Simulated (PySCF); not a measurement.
Vertical excitations of a molecule C₂H₆O₂Sn from PySCF with TDA-PBE0/def2-SVPD, as energy in eV (oscillator strength): 6.01 (0.019), 6.38 (0.036), 6.45 (0.013), 6.57 (0.056), 6.72 (0.021), 6.93 (0.027), 7.15 (0.078), 7.30 (0.252), 7.44 (0.027), 7.51 (0.050). Lowest triplet (TDA): 4.23 eV. The structure is a stationary point at B3LYP-D3(BJ)/def2-SVP. The def2 effective core potentials stand for the cores of Sn; spin–orbit coupling is left out. One conformer was computed; it need not be the lowest.

Question: Which structure fits?
A. CC(=O)[O][SnH3]
B. C=[CH][SnH]([OH])[OH]
C. C[O][Sn][O]C

Answer: B, C=[CH][SnH]([OH])[OH]
